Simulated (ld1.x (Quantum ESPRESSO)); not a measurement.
## Pr (Z = 59): one change to a TM potential, before and after

- Element: Pr (Z = 59)
- Generator: ld1.x (Quantum ESPRESSO) 7.5
- Type: norm-conserving Troullier–Martins (Kleinman–Bylander form)
- Functional: PBE
- Relativity: scalar-relativistic
- Frozen core: [Xe]
- Valence charge: 5
- Reference configuration: 4f3 5d0 6s0 6p0 (charge +2)
- Partial waves: 6s (bound, empty): rc 3.55 bohr; 6p (bound, empty): rc 3.95 bohr; 5d (bound, empty): rc 3.10 bohr; 4f (bound): rc 1.45 bohr
- Local potential: all-electron potential smoothed inside 2.40 bohr (lloc = -1)
- Core correction: none

Change: core correction a·sin(br)/r model core inside 1.36 bohr.

Cutoffs: the cutoffs (Ry, on a coarse ladder) from which the occupation-weighted sum of valence levels, in a spherical-Bessel basis at the reference potential, stays within 10 and 1 mRy of its value at 400 Ry; they do not see the model core or the augmentation charge, which bear on the density cutoff. Errors are all-electron minus pseudo energies relative to the spin-unpolarised reference configuration.

**Question.** Predict the effect on cutoff, ghosts and configuration errors.

**Answer.** The potential gets neither clearly harder nor softer (160 Ry and 200 Ry → 160 Ry and 200 Ry); both files keep a bound ghost (p, s); the number of tests that count goes from 7 to 6; of the 6 tests that both files solve, the error grows in 1 and shrinks in 4 by more than 15 % and 0.3 meV (median size 710.1 → 58.6 meV). A model core, the more so a compact one, raises the density cutoff, which this test does not measure.

| quantity | base | changed |
| --- | --- | --- |
| cutoff, loose | 160 Ry | 160 Ry |
| cutoff, tight | 200 Ry | 200 Ry |
| bound ghosts | s, p | s, p |
| tests counted (converged, no solver errors) | 7 of 7 | 6 of 7 |
| error for 4f3 5d0 6s2 6p0, meV [ΔE -16.35 eV] | +980 | -24 |
| error for 4f3 5d0 6s1 6p0, meV [ΔE -10.63 eV] | +404 | -12 |
| error for 4f2 5d0 6s0 6p0, meV [ΔE 21.58 eV] | -1083 | -1506 |
| error for 4f3 5d0 6s0 6p2, meV [ΔE -11.71 eV] | +500 | -4.8 |
| error for 4f3 5d1 6s0 6p0, meV [ΔE -9.70 eV] | +344 | -94 |
| error for 4f2 5d1 6s2 6p0, meV [ΔE -15.21 eV] | +921 | -862 |
| s: phases at 4.28 bohr within 0.05 rad from the reference energy up to (Ry; the scan ends near 5) | 0.1 | 0.1 |
| p: phases at 4.28 bohr within 0.05 rad from the reference energy up to (Ry; the scan ends near 5) | 0.8 | 0.8 |
| d: phases at 4.28 bohr within 0.05 rad from the reference energy up to (Ry; the scan ends near 5) | 2.7 | 2.7 |
| f: phases at 4.28 bohr within 0.05 rad from the reference energy up to (Ry; the scan ends near 5) | -0.2 | -0.2 |

Base: These tests converged, but a pseudo level misses the all-electron one widely, so the file describes the atom poorly there or has found another state: 4f2 5d0 6s0 6p0: 4f by 2.4 eV (a node warning on the way); 4f2 5d0 6s2 6p0: 4f by 2.3 eV; 4f2 5d1 6s2 6p0: 4f by 1.4 eV. Changed file: Tests not counted: 4f2 5d0 6s2 6p0 (solver errors, printed error -12.5 eV). These tests converged, but a pseudo level misses the all-electron one widely, so the file describes the atom poorly there or has found another state: 4f2 5d0 6s0 6p0: 4f by 3.4 eV (a node warning on the way); 4f2 5d1 6s2 6p0: 4f by 2.1 eV. A true bound ghost makes a file unfit for plane-wave use even where its test errors are small: the radial tests pick states by their node count and pass the ghost by. Where a test does run into it, the solver fails or the error is huge.
